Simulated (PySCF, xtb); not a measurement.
Al(All)(Cl)(F) (C3H5AlClF), SMILES C=C[CH2][Al]([F])[Cl].

GFN2-xTB (xtb) at its own geometry gives an orbital gap of 3.47 eV and a dipole moment of 2.04 D.

The structure is a stationary point at PBE0-D3(BJ)/def2-SVP. The structure was generated by enumeration; whether it is a known compound was not checked. The values are those of a single conformer.

Question: What does PBE/def2-TZVP in PySCF give? (The exact figures need the calculation; the answer reports its results.)

Answer: gap 4.20 eV (levels -6.31 and -2.11 eV), dipole 2.76 D.
